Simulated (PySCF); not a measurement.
Ho⁵⁷⁺ (holmium, charge +57): Hartree-Fock from Schrödinger to Dirac-Coulomb

Occupied: 1s1/2, 2s1/2, 2p1/2, 2p3/2. Hartree-Fock calculated with PySCF 2.14 in an even-tempered Gaussian basis (19 s from 12 bohr⁻², ratio 2.3; 15 p from 15 bohr⁻², ratio 2.3), Gaussian nucleus throughout. NR is non-relativistic, sf-X2C the spin-free one-electron X2C Hamiltonian, X2C adds the bare one-electron spin-orbit term, X2C-SNSO screens it by Boettger's factors, DC is four-component Dirac-Coulomb, and the Gaunt term is added at first order (total energies over the DC spinors, levels after relaxing the spinors in that mean field). QED terms are absent. Levels marked empty are virtual spinors of this ion.

| Hamiltonian | E (hartree) | E − E(DC) (hartree) | CPU seconds |
| --- | --- | --- | --- |
| NR | -8405.6289 | 488.2567 | 0.38 |
| sf-X2C | -8882.2571 | 11.6285 | 0.29 |
| X2C | -8890.7103 | 3.1752 | 0.31 |
| X2C-SNSO | -8890.1831 | 3.7025 | 0.3 |
| DC | -8893.8856 | 0.0000 | 19 |
| DC+Gaunt | -8883.6245 | 10.2610 | 35 |

Task: Give the 2p spin-orbit interval with each Hamiltonian that has one.

Result: X2C 923.2; X2C-SNSO 893.2; DC 892.7; DC+Gaunt 882.4 (eV).

```json
{"level (eV)": "1s1/2", "NR": "-56821.8", "sf-X2C": "-60553.8", "X2C": "-60544.1", "X2C-SNSO": "-60544.7", "DC": "-60607.7", "DC+Gaunt": "-60437.7"}
{"level (eV)": "2s1/2", "NR": "-12751.6", "sf-X2C": "-13816.9", "X2C": "-13814.5", "X2C-SNSO": "-13814.7", "DC": "-13823.2", "DC+Gaunt": "-13805.1"}
{"level (eV)": "2p1/2", "NR": "-12406.9", "sf-X2C": "-12774.9", "X2C": "-13426.8", "X2C-SNSO": "-13404.6", "DC": "-13410.1", "DC+Gaunt": "-13378.0"}
{"level (eV)": "2p3/2", "NR": "-12406.9", "sf-X2C": "-12774.9", "X2C": "-12503.7", "X2C-SNSO": "-12511.4", "DC": "-12517.4", "DC+Gaunt": "-12495.7"}
{"level (eV)": "3s1/2 (empty)", "NR": "-5282.0", "sf-X2C": "-5616.9", "X2C": "-5616.4", "X2C-SNSO": "-5616.5", "DC": "-5618.5", "DC+Gaunt": "-5613.7"}
{"level (eV)": "3p1/2 (empty)", "NR": "-5165.0", "sf-X2C": "-5313.1", "X2C": "-5485.2", "X2C-SNSO": "-5479.4", "DC": "-5480.8", "DC+Gaunt": "-5472.5"}
{"level (eV)": "3p3/2 (empty)", "NR": "-5165.0", "sf-X2C": "-5313.1", "X2C": "-5240.7", "X2C-SNSO": "-5242.7", "DC": "-5244.0", "DC+Gaunt": "-5238.4"}
```

Weight of the small component: 1s1/2 0.0628, 2s1/2 0.0145, 2p1/2 0.0144, 2p3/2 0.0133, 3s1/2 0.00568, 3p1/2 0.00562, 3p3/2 0.00536.

Koopmans' value for the highest occupied level at DC+Gaunt: 12495.7 eV, against an ionisation energy of 12495 ± 6 eV (theoretical estimate listed by NIST; NIST Atomic Spectra Database, ionization energies); the former lacks relaxation, correlation, QED and recoil.

The whole ladder took 60 s of wall time on 1 thread of Intel(R) Xeon(R) Platinum 8375C CPU @ 2.90GHz (shared host), launched as `OMP_NUM_THREADS=1 python relrun2.py TASK.json OUT` (a driver that calls PySCF for each Hamiltonian).
